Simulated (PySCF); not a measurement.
A calculated (UHF, PySCF 2.14, aug-cc-pVTZ-DK, the spin-free X2C one-electron Hamiltonian (Gaussian nucleus)) atom or ion has these occupied shells.

```csv
shell,electrons,orbital energy (eV),"rms radius, mean of both spins (bohr)"
1s β,1,-19086.2,0.0415
1s α,1,-19086.1,0.0415
2s α,1,-2744.5,0.171
2s β,1,-2743.9,0.171
2p α,3,-2445.2,0.152
2p β,3,-2444.7,0.152
3s α,1,-490.59,0.471
3s β,1,-490.31,0.471
3p α,3,-389.87,0.478
3p β,3,-389.50,0.478
3d α,5,-225.07,0.473
3d β,5,-224.18,0.473
4s α,1,-75.555,1.25
4s β,1,-71.435,1.25
4p α,3,-47.352,1.40
4p β,3,-41.515,1.40
4d α,4,-9.334,2.27
5p α,1,-3.375,5.93
```

(1) Name the element and its charge.

Results:

(1) Nb (niobium, neutral), in [Kr] 4d4 5p1, one real determinant (an excited configuration).
